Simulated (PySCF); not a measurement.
**Relaxation of singlet LuSF**

Level of theory: PySCF, PBE0, basis Lu def2-SVP with ECP28, S def2-SVP, F def2-SVP (scalar-relativistic core potentials, no spin–orbit coupling, density fitting). A (50,194) grid was used.

A hand-made linear start, of C∞v symmetry, held to at least that symmetry:

```xyz
3
charge 0 multiplicity 1, angstrom
Lu    0.0000    0.0000    0.1284
S     0.0000    0.0000   -2.1216
F     0.0000    0.0000    2.3884
```

Optimiser trace:
| step | E − E(last) (kJ/mol) | largest gradient (Eh/bohr) |
| --- | --- | --- |
| 0 | 50.12 | 0.07200 |
| 1 | 13.72 | 0.04378 |
| 2 | 11.65 | 0.05051 |
| 3 | 0.68 | 0.01059 |
| 4 | 0.03 | 0.00239 |
| 5 | 0.00 | 0.00014 |
| 6 | 0.00 | 0.00001 |

It ends at C∞v with Lu–F 1.984 Å, Lu–S 2.318 Å; F–Lu–S 180.0°. A frequency run shows 2 imaginary modes (one degenerate set), down to 113i cm⁻¹, so it is a higher-order saddle point. Other isomers or separated fragments may lie lower.

The relaxation took about 70 core-seconds on a shared host.
